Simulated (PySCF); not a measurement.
Two-dimensional NMR puzzle

Compound of formula C5H8NPSi. Correlations simulated from computed shifts and the bond graph:

HSQC (one-bond C–H):
```
  δH     δC
7.37  152.8
5.39  121.4
5.26  121.4
2.91   17.5
```

COSY cross peaks (H two or three bonds apart, from the bond graph; peaks can be absent where the dihedral angle is near 90°):
```
  δH    δH
7.37  5.39
7.37  5.26
5.39  5.26
```

HMBC (two and three bonds, from the bond graph):
```
  δH            δC
7.37  224.3, 121.4
5.39  224.3, 152.8
5.26  224.3, 152.8
4.50  224.3, 152.8
2.91  224.3, 121.3
```

Carbons without hydrogens: δ 224.3, 121.3.

PySCF calculation with structure optimised with GFN2-xTB and PBE0/pcSseg-1 with gauge-including orbitals; fast rotation and ring inversion assumed for equivalent nuclei, non-relativistic Hamiltonian, one computed conformer, in vacuum.

δ = σ(ref) − σ, references computed at the same level: ¹H (σref 31.72), ¹³C (σref 186.93) vs TMS.

Exchangeable hydrogens are left out of these lists.

Question: Which molecule is this?

Answer: `C=C/C([SiH3])=P\CC#N`.

Numbering as in the mapped SMILES `[CH2:1]=[CH:2]/[C:3]([SiH3:4])=[P:5]\[CH2:6][C:7]#[N:8]`; H(Xn) means a hydrogen on atom n. Ha(C1) is cis to C3; Hb(C1) is trans to C3.

- δC 224.3 is C3, a carbon double-bonded to a heavier main-group atom.
- δC 152.8 is C2, an alkene CH (δH 7.37).
- δC 121.4 is C1, a terminal =CH2 carbon (δH 5.39, 5.26).
- δC 121.3 is C7, a nitrile carbon.
- δC 17.5 is C6, an sp3 CH2 bonded to P, α to a nitrile (δH 2.91).
- HMBC from δH 7.37 reaches the proton-free carbon C3.
- HMBC from δH 5.39 reaches the proton-free carbon C3.
- HMBC from δH 5.26 reaches the proton-free carbon C3.
- HMBC from δH 4.50 reaches the proton-free carbon C3.
- COSY links 7.37–5.39, 7.37–5.26, 5.39–5.26.

The shifts were computed for this structure.

Shifts are as computed. Against solution values, carbons near 30 ppm lie about +3 ppm off and those near 130 ppm about +5 ppm. Of 1211 compounds with measured shifts, 218 miss one by over three times the rms of a fit or turn the order of signals round; such compounds aren't used in these exercises.
